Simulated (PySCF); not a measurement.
H₄O₄Ti, SMILES [OH][Ti]([OH])([OH])[OH], multiplicity 1.

Coordinates come from a PBE-D3(BJ)/def2-SVP optimisation. The spin state was assumed, not searched. The isomer is the one that the SMILES or the coordinates give; other isomers of the formula were not compared. One conformer was computed; it need not be the lowest.

Two levels are set side by side: PBE/def2-TZVP (PySCF) and PBE0/def2-TZVP (PySCF). Same geometry, gas phase. Differences are taken from unrounded values.

```csv
quantity,PBE0
orbital gap (eV),7.76
highest occupied level (eV),-9.03
lowest empty level (eV),-1.27
mean polarisability (bohr³),48.8
```

### Question
What does PBE give, and how far is it from PBE0? (The exact figures need the calculation; the answer reports its results.)

### Answer

| quantity | PBE | PBE minus PBE0 |
|---|---|---|
| orbital gap (eV) | 5.09 | -2.67 |
| highest occupied level (eV) | -7.33 | 1.70 |
| lowest empty level (eV) | -2.24 | -0.97 |
| mean polarisability (bohr³) | 51.9 | 3.1 |

PBE's occupied levels lie high since its potential decays too fast outside the molecule; exact exchange lowers them and widens the gap. PBE's more diffuse valence density responds more strongly to a field. Differences between two approximate levels are no errors against the true value.

Rough cost on one machine, each run with all the roots and properties that it gave: PBE0 against PBE within a factor of 2.
